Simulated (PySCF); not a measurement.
## How methods differ on the excitation energy of Ta

Ta [Xe] 4f14 5d3 6s2 (4F) → Ta [Xe] 4f14 5d4 6s1 (6D), as a difference of total energies. Calculation: PySCF 2.14, in cc-pVQZ-PP with ECP60MDF (6s6p5d3f2g1h, 99 functions); a scalar-relativistic core potential. Correlated levels: valence: 5s2 5p6 frozen. The calculations carry no spin-orbit coupling.

```csv
method,excitation energy (eV)
UHF,0.240
LDA,0.506
PBE,0.368
PBE0,0.373
r2SCAN,0.171
r2SCAN0,0.277
MN15,1.038
wB97X-V,1.029
TPSSh,0.474
MP2 (valence),0.803
SCS-MP2 (valence),1.502
```

**Question.** How much does correlation contribute at MP2 (valence)?

**Answer.** 0.803 − (0.240) = 0.563 eV, measured against UHF.
